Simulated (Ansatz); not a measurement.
Consider the ligand exchange at the Si–C bond: `[SiH3]C[SiH2]Br` + `BC[SiH2]S` → `BC[SiH2]S[SiH3]` + `C[SiH2]Br`.

Isolated molecules relaxed with PBE0-D4/def2-TZVP in Ansatz; ΔE leaves out vibrations. CBS: MP2 limit from def2 TZ/QZ plus the TZ coupled-cluster correction, frozen cores. Functionals use def2-TZVPP. B3LYP here is the variant with VWN-RPA as its local correlation; programs differ in this. For Br outer-core shells are correlated without core-valence functions, which leaves a few kJ/mol of doubt a bond. Scalar relativity is left out up to krypton. Each species was taken in one conformer, which may not be the lowest.

(1) Is it downhill or uphill in electronic energy at CCSD(T)/CBS, and by how much? (An estimate is asked.)

(2) What do these levels give: PBE-D4, B3LYP-D4, B2PLYP, B3LYP, HF/def2-TZVPP, CCSD/def2-TZVPP? (Best estimate.)

Largest T1 diagnostic among the species: 0.012.

Answers

(1) Ansatz gave: Downhill: ΔE = -60.4 kJ/mol.

(2) Computed: PBE-D4 -64.6, B3LYP-D4 -60.5, B2PLYP -55.0, B3LYP -50.5, HF/def2-TZVPP -47.0, CCSD/def2-TZVPP -54.0 kJ/mol.

The D4 term adds −10.1 kJ/mol with B3LYP and −5.3 kJ/mol with PBE0; it sums over pairs of atoms, weighted by their polarisabilities, and B3LYP, whose exchange is more repulsive, gets the larger term. In def2-TZVPP, CCSD(T) changes the Hartree–Fock value by −9.8 kJ/mol (the triples alone add −2.8 kJ/mol) and MP2 by −15.5 kJ/mol.
